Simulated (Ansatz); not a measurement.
Isolated molecules relaxed with PBE0-D4/def2-TZVP in Ansatz; ΔE leaves out vibrations. CBS: MP2 limit from def2 TZ/QZ plus the TZ coupled-cluster correction, frozen cores. Functionals use def2-TZVPP. B3LYP here is the variant with VWN-RPA as its local correlation; programs differ in this. For Ge outer-core shells are correlated without core-valence functions, which leaves a few kJ/mol of doubt a bond. Scalar relativity is left out up to krypton. Each species was taken in one conformer, which may not be the lowest.

Consider the redistribution: `F[SiH2][O][GeH2][Cl]` + `C=C[SiH2][SiH2]Cl` → `C=C[SiH2][SiH2]F` + `Cl[SiH2][O][GeH2][Cl]`.

```csv
level,ΔE (kJ/mol),difference from CCSD(T)/CBS
PBE-D4,15.1,-1.7
r2SCAN-D4,16.1,-0.7
PBE0-D4,16.4,-0.4
B3LYP-D4,15.6,-1.2
ωB97X-V,15.4,-1.4
ωB97M-V,16.0,-0.8
B2PLYP,16.6,-0.2
PBE,15.4,-1.4
r2SCAN,16.1,-0.7
PBE0,16.7,-0.1
B3LYP,16.1,-0.7
HF/def2-TZVPP,18.1,1.3
MP2/def2-TZVPP,17.6,0.8
SCS-MP2/def2-TZVPP,17.1,0.3
CCSD/def2-TZVPP,17.5,0.7
CCSD(T)/def2-TZVPP,17.2,0.4
HF/def2-QZVPP,18.2,1.4
MP2/def2-QZVPP,17.4,0.6
SCS-MP2/def2-QZVPP,17.0,0.2
HF/CBS(def2),18.3,1.5
MP2/CBS(def2),17.2,0.4
CCSD/CBS(def2),17.0,0.2
CCSD(T)/CBS,16.8,0
```

Largest T1 diagnostic among the species: 0.012.
